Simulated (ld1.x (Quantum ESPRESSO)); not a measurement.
Ranking RRKJ potentials for O (Z = 8)

All share these settings but for the change named:

ld1.x (Quantum ESPRESSO) 7.5 input, shortened:

```
&input
   title='O', zed=8., rel=0, dft='PBE', iswitch=3,
   config='[He] 2s2 2p4'
 /
 &inputp
   pseudotype=2, tm=.false., lloc=1,
   nlcc=.true., new_core_ps=.true., rcore=0.90
 /
2
2S  1  0   2.00   0.00  0.90  0.90  0.0
2P  2  1   4.00   0.00  1.05  1.05  0.0
 &test
   configts(1)='2s2 2p4'
 /
```

Test errors are all-electron minus pseudo excitation energies from the reference, over 2s2 2p3; 2s2 2p2; 2s2 2p1; 2s2 2p3.5; 2s1 2p4; 2s2 2p0; 2s1 2p5. None of these files shows a bound ghost.

The base gives 669.8 meV.

Of 10 variants that were run, those that failed, showed a ghost or another fault, or gave nearly equal values are left out.

A variant can come out equal or close to the base, since the largest error may sit in a test that the change hardly touches while other tests move.

Q: Rank these variants by their largest absolute test error, smallest first.
A. wave 2s (bound): rc 0.90 bohr becomes 2s (bound): rc 0.68 bohr
B. wave 2s (bound): rc 0.90 bohr becomes 2s (bound): rc 1.20 bohr
C. wave 2s (bound): rc 0.90 bohr becomes 2s (bound): rc 1.34 bohr

A: A (723.0 meV), B (867.3 meV), C (1084.7 meV).
